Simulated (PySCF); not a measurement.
## Ionisation energy of Cu⁺ by level of theory

Cu⁺ [Ar] 3d10 (1S) → Cu²⁺ [Ar] 3d9 (2D), as a difference of total energies. Computed with PySCF 2.14 in def2-SVP, with no relativity, point nucleus. Correlated levels: valence: [Ar] frozen. The calculations carry no spin-orbit coupling.

```json
{"method": "UHF", "ionisation energy (eV)": "17.454"}
{"method": "M06-L", "ionisation energy (eV)": "20.304"}
{"method": "PBE0", "ionisation energy (eV)": "20.306"}
{"method": "MP2 (valence)", "ionisation energy (eV)": "20.216"}
{"method": "SCS-MP2 (valence)", "ionisation energy (eV)": "19.863"}
```

Q: How much does correlation contribute at MP2 (valence)?

A: 20.216 − (17.454) = 2.762 eV, measured against UHF.

These non-relativistic numbers lack the scalar-relativistic shift.

The reference lies between the lowest fine-structure levels, while these numbers refer to the centres of the terms.

Errors of the correlated levels include the incompleteness of this basis and the frozen core.

For comparison: 20.292 eV (measured; NIST Atomic Spectra Database, ionization energies).
